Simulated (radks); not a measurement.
Results of a calculation; reference values are marked as such.
Problem. The table gives one normalised radial function P(r) = r R(r) of Ru in [Kr] 4d8 (r in bohr). Level of theory: scalar-relativistic Kohn-Sham, PBE, spin-polarised, spherical densities, finite nucleus; open shells are filled with parallel spins first (spin-orbit coupling, left out, can overturn this in heavy ions); Fermi nuclear charge, rms radius 4.4809 fm (a radial shooting solver on a logarithmic mesh with Libxc functionals).

r,P
0.001778,0.0000
0.00207,0.0000
0.00239,0.0000
0.002783,0.0000
0.003214,0.0000
0.003741,0.0000
0.00432,0.0001
0.00503,0.0001
0.005809,0.0001
0.006762,0.0002
0.00781,0.0003
0.009019,0.0004
0.0105,0.0006
0.01213,0.0010
0.01412,0.0015
0.0163,0.0022
0.01898,0.0032
0.02192,0.0048
0.02552,0.0071
0.02947,0.0103
0.03431,0.0151
0.03962,0.0216
0.04613,0.0310
0.05327,0.0432
0.06152,0.0594
0.07162,0.0818
0.08271,0.1087
0.09629,0.1437
0.1112,0.1827
0.1295,0.2289
0.1495,0.2745
0.1741,0.3201
0.201,0.3546
0.234,0.3739
0.2703,0.3678
0.3121,0.3306
0.3634,0.2526
0.4196,0.1414
0.4885,-0.0103
0.5642,-0.1760
0.6568,-0.3577
0.7585,-0.5188
0.883,-0.6579
1.02,-0.7456
1.187,-0.7848
1.371,-0.7739
1.596,-0.7216
1.843,-0.6457
2.129,-0.5562
2.478,-0.4572
2.862,-0.3665
3.332,-0.2792
3.848,-0.2076
4.48,-0.1452
5.174,-0.0987
6.023,-0.0618
6.956,-0.0370
8.098,-0.0197
9.352,-0.0099
10.89,-0.0042
12.57,-0.0017

Which n and l does it have? It may be an empty orbital.

Solution. n = 4, l = 2: the number of nodes gives n - l - 1 = 1, the rise at small r (about r^(l+1), flatter next to the nucleus through relativity) gives l, and the extent must fit the shell. The curve is that of 4d up; the table hardly tells the two spins apart. 4d up: eigenvalue -3.670 eV, 1 radial node at r = 0.484 bohr, <r> = 1.79 bohr, 90 % of the charge inside 3.00 bohr.
